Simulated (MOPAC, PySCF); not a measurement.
H$_{8}$N$_{4}$Sn, SMILES `[NH2][Sn]([NH2])([NH2])[NH2]`, neutral singlet in the gas phase. 

Z-matrix (Å, degrees):
```
Sn
N 1 2.0141
H 2 1.0097 1 115.99
H 2 1.0103 3 108.93 1 -131.47
N 1 2.0141 2 101.41 3 -175.45
H 5 1.0097 1 115.99 2 -175.46
H 5 1.0103 6 108.93 1 -131.48
N 1 2.0141 2 113.65 3 -53.11
H 8 1.0097 1 115.99 2 -62.18
H 8 1.0103 9 108.93 1 131.48
N 1 2.0141 2 113.64 3 62.21
H 11 1.0097 1 115.99 2 53.12
H 11 1.0103 12 108.93 1 131.47
```
Charge 0, spin multiplicity 1.

All levels are single points at this geometry (CAM-B3LYP-D3(BJ)/def2-TZVP); Pople sets use spherical d functions. Orbital energies aren't observables, and empty levels follow the basis.

PM7 in MOPAC gives HOMO (eV) = -8.93.

### Question
Estimate the HOMO (eV) from each of these levels: CAM-B3LYP-D3(BJ)/def2-TZVP in PySCF; PBE-D3(BJ)/def2-TZVP in PySCF; TPSSh-D3(BJ)/def2-TZVP in PySCF; B3LYP/6-31G* (LANL2DZ on Sn) in PySCF; B3LYP/LANL2DZ in PySCF; BP86/6-31G* (LANL2DZ on Sn) in PySCF; M06-2X/6-31G* (LANL2DZ on Sn) in PySCF; PBE/6-31G* (LANL2DZ on Sn) in PySCF; SVWN5/6-31G* (LANL2DZ on Sn) in PySCF; HF/6-31G* (LANL2DZ on Sn) in PySCF; PM3 in MOPAC; PM6 in MOPAC.

### Answer

| level | HOMO (eV) |
|---|---|
| CAM-B3LYP-D3(BJ)/def2-TZVP in PySCF | -8.52 |
| PBE-D3(BJ)/def2-TZVP in PySCF | -5.61 |
| TPSSh-D3(BJ)/def2-TZVP in PySCF | -6.24 |
| B3LYP/6-31G* (LANL2DZ on Sn) in PySCF | -6.37 |
| B3LYP/LANL2DZ in PySCF | -6.52 |
| BP86/6-31G* (LANL2DZ on Sn) in PySCF | -5.23 |
| M06-2X/6-31G* (LANL2DZ on Sn) in PySCF | -8.14 |
| PBE/6-31G* (LANL2DZ on Sn) in PySCF | -5.12 |
| SVWN5/6-31G* (LANL2DZ on Sn) in PySCF | -5.22 |
| HF/6-31G* (LANL2DZ on Sn) in PySCF | -10.46 |
| PM3 in MOPAC | -9.28 |
| PM6 in MOPAC | -9.22 |
